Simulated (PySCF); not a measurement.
A structure optimised at B3LYP-D3(BJ)/def2-SVP, used in a PySCF frequency run:

```
In
Br 1 2.5631
Br 1 2.5631 2 120.84
```
Charge 0, spin multiplicity 2.

**Question.** Write its SMILES, formula and point group.

**Answer.** [Br][In][Br], Br2In, C2v

**Question.** What are its rotational constants (standard atomic weights)?

**Answer.** 4.7256, 0.63647, 0.56092 GHz
